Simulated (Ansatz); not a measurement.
C2H6B2 (`BBC=C`), relaxed with RKS PBE-D4/def2-SVP in Ansatz 0.2.0 from a rough embedded geometry. The force threshold is 0.03 eV/Å; the program also tests the step.

Total charge 0; spin multiplicity 1.

Start:

```xyz
10

B     0.686   -1.903    0.038
B     0.648   -0.321   -0.177
C    -0.643    0.456    0.179
C    -0.687    1.880   -0.010
H     1.688   -2.563   -0.248
H    -0.261   -2.544    0.398
H     1.610    0.265   -0.595
H    -1.508   -0.013    0.510
H     0.107    2.386   -0.364
H    -1.638    2.356    0.269
```

(1) How much energy does the relaxation release, and in how many steps? (An estimate is asked.)

(2) Which bonds change most? (Estimate.)

(3) Give the relaxed structure. (Estimate.)

Results:

(1) Computed: 118.03 kJ/mol, in 14 steps, 1 of them rejected.

(2) The calculation gave: C4–H9 from 1.006 to 1.104 Å; C3–C4 from 1.437 to 1.356 Å; C3–H8 from 1.038 to 1.106 Å; B1–B2 from 1.597 to 1.647 Å.

(3) Ansatz gave: 
```xyz
10

B     0.715   -1.996   -0.034
B     0.439   -0.386   -0.242
C    -0.643    0.559    0.349
C    -0.682    1.880    0.042
H     1.480   -2.428    0.816
H     0.244   -2.844   -0.779
H     1.247    0.145   -1.007
H    -1.416    0.180    1.044
H     0.060    2.324   -0.644
H    -1.443    2.567    0.455
```
